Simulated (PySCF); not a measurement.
First SCF of a structure search on doublet GeF3, at a hand-made trigonal pyramidal geometry. PySCF input:

```python
from pyscf import gto, scf, dft
mol = gto.M(atom='''
Ge     0.000000     0.000000     0.000000
F      1.633500     0.000000     0.868500
F     -0.816700     1.414600     0.868500
F     -0.816700    -1.414600     0.868500''',
    basis={'Ge': 'def2-TZVP', 'F': 'def2-TZVP'},
    charge=0, spin=1)
mf = dft.UKS(mol, xc='PBE0')
mf.grids.atom_grid = (50, 194)
aux = {'Ge': 'def2-universal-JKFIT', 'F': 'def2-universal-JKFIT'}
mf = mf.density_fit(auxbasis=aux)
mf.conv_tol = 1e-08
mf.diis_space = 10
mf.max_cycle = 60
mf.init_guess = 'minao'
mf.verbose = 4
mf.kernel()
```

Excerpt of the output (cycles alone):

```
init E= -2375.4407720036
cycle= 1 E= -2375.91997643656  delta_E= -0.479  |g|= 0.885  |ddm|= 1.33
cycle= 2 E= -2375.04659650713  delta_E= 0.873  |g|= 1.89  |ddm|= 1.49
cycle= 3 E= -2376.16929805434  delta_E= -1.12  |g|= 0.118  |ddm|= 0.986
cycle= 4 E= -2376.17135347955  delta_E= -0.00206  |g|= 0.0673  |ddm|= 0.086
cycle= 5 E= -2376.17244624876  delta_E= -0.00109  |g|= 0.00697  |ddm|= 0.0293
cycle= 6 E= -2376.1724812187  delta_E= -3.5e-05  |g|= 0.00203  |ddm|= 0.00872
cycle= 7 E= -2376.17248437831  delta_E= -3.16e-06  |g|= 0.00064  |ddm|= 0.00289
cycle= 8 E= -2376.17248454995  delta_E= -1.72e-07  |g|= 0.000626  |ddm|= 0.00083
cycle= 9 E= -2376.17248468728  delta_E= -1.37e-07  |g|= 0.000174  |ddm|= 0.000398
cycle= 10 E= -2376.17248470592  delta_E= -1.86e-08  |g|= 3.59e-05  |ddm|= 0.000212
cycle= 11 E= -2376.17248470697  delta_E= -1.06e-09  |g|= 6.57e-06  |ddm|= 6.06e-05
Extra cycle  E= -2376.172484707  delta_E= -2.36e-11  |g|= 7.3e-06  |ddm|= 1.21e-05
converged SCF energy = -2376.172484707  <S^2> = 0.75485923  2S+1 = 2.0048533
```

No lower solution of this spin was found by a stability analysis within the unrestricted form.

The search for the lowest solution, with the stability check, took 18 s on 4 threads of a shared Arm Neoverse V2 host, with 141 basis functions; the process peaked at 0.46 GiB. Launch command: `OMP_NUM_THREADS=4 python axn.py task.json out`.
